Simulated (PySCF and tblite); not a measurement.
Results of a calculation; reference values are marked as such.
C8H16Si, numbered as in [CH2:1]=[C:2]1[CH2:3][C@@H:4]([CH3:5])[CH2:6][C@H:7]([SiH3:8])[CH2:9]1.

The ensemble was built from 60 distance-geometry starts (ETKDG, MMFF94s, GFN2-xTB) and rests on GFN2-xTB geometries. Energies: PBE0-D3(BJ)/pcSseg-1, with GFN2-xTB thermal terms (modes under about 100 cm⁻¹ blended into free rotors). Symmetry numbers and mirror images are counted. Conformers within 2.5 kcal/mol (GFN2-xTB free energy) were kept, 4 at most. Codes: tblite and PySCF.

Rotational constants are equilibrium values for the commonest isotopes; dipoles come from the energy level named.

The 6-ring runs over atoms 2–3–4–6–7–9.

```tsv
conformer	shape	symmetry	weight %
1	6-ring chair (C5 axial)	C1	65.7
2	6-ring chair (Si8 axial)	C1	34.3
```

Sets of constants, in random order:

```
set  A (MHz)  B (MHz)  C (MHz)  abs μa (D)  abs μb (D)  abs μc (D)
  P     2012      984      772        0.38        0.50        0.11
  Q     1597     1237      886        0.65        0.20        0.53
```

Task: Match each set to its conformer.

Result: P is conformer 1, Q is conformer 2.
